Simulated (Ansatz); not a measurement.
The cluster Sn2O4. The state is a singlet with charge 0. Geometry r2SCAN-D4/def2-SVP.

```csv
atom,x (Å),y (Å),z (Å)
Sn1,-0.311,0.493,-1.452
Sn2,0.311,-0.493,1.452
O3,1.518,-0.235,-0.405
O4,-1.518,0.235,0.405
O5,1.101,1.135,0.150
O6,-1.101,-1.135,-0.149
```

In the def2 sets Sn takes a core potential; there is no spin–orbit coupling. The structure holds 2 bonds between oxygen atoms, so isomers without such links may lie far lower. The restricted singlet is unstable towards broken spin symmetry in Hartree–Fock (as tested in another run); at PBE-D4/def2-TZVP, r2SCAN-D4/def2-TZVP, PBE0-D4/def2-TZVP, CAM-B3LYP-D4/def2-TZVP this wasn't settled. Another isomer (singlet) lies 0.41 eV lower at PBE0-D4/def2-TZVP; other spin states weren't run for this one.

Estimate the orbital energies around the gap (eV) in Ansatz with PBE-D4/def2-TZVP, r2SCAN-D4/def2-TZVP, PBE0-D4/def2-TZVP, CAM-B3LYP-D4/def2-TZVP.


```tsv
orbital	PBE-D4/def2-TZVP	r2SCAN-D4/def2-TZVP	PBE0-D4/def2-TZVP	CAM-B3LYP-D4/def2-TZVP
HOMO−5	-8.11	-8.44	-9.28	-10.67
HOMO−4	-7.06	-7.40	-8.58	-10.04
HOMO−3	-6.88	-7.21	-8.45	-9.93
HOMO−2	-6.78	-7.15	-7.99	-9.27
HOMO−1	-6.07	-6.41	-7.59	-9.02
HOMO	-5.27	-5.62	-6.85	-8.31
LUMO	-2.68	-2.51	-1.90	-1.07
LUMO+1	-2.17	-1.93	-1.45	-0.57
LUMO+2	-1.57	-1.43	-0.92	-0.05
LUMO+3	-1.42	-1.08	0.01	0.86
LUMO+4	-1.25	-0.98	0.24	1.08
LUMO+5	-0.71	-0.40	0.30	1.12
```
